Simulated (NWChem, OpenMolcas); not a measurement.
## How basis sets differ on [AlF4]− (fluoroaluminate)

[AlF4]− has 5 atoms, charge -1, and is taken as a singlet. SMILES: `[F][Al-]([F])([F])[F]`. The coordinates come from a PBE0-D4/def2-TZVPD relaxation.

Quantity: the HOMO–LUMO gap, in eV. The values are calculated.

```json
{"level": "HF/ANO-RCC-MB (DKH2)", "kind": "Hartree–Fock", "program": "OpenMolcas", "value (eV)": "21.73", "CPU time": "4.6 s"}
{"level": "HF/ANO-XS-MB (DKH2)", "kind": "Hartree–Fock", "program": "OpenMolcas", "value (eV)": "22.38", "CPU time": "1.2 s"}
{"level": "HF/STO-3G", "kind": "Hartree–Fock", "program": "OpenMolcas", "value (eV)": "23.56", "CPU time": "3.4 s"}
{"level": "HF/3-21G", "kind": "Hartree–Fock", "program": "NWChem", "value (eV)": "19.57", "CPU time": "1.5 s"}
{"level": "HF/6-311+G**", "kind": "Hartree–Fock", "program": "OpenMolcas", "value (eV)": "15.89", "CPU time": "33 s"}
```

Sets without diffuse functions describe the anion poorly. The values span 15.89 to 23.56 eV. A Hartree–Fock LUMO above zero doesn't converge with the basis: it sinks as sets grow more diffuse. Orbital gaps aren't excitation energies. Times are those of the runs behind each value, whatever else they computed, on shared processors of several kinds: orders of magnitude only.
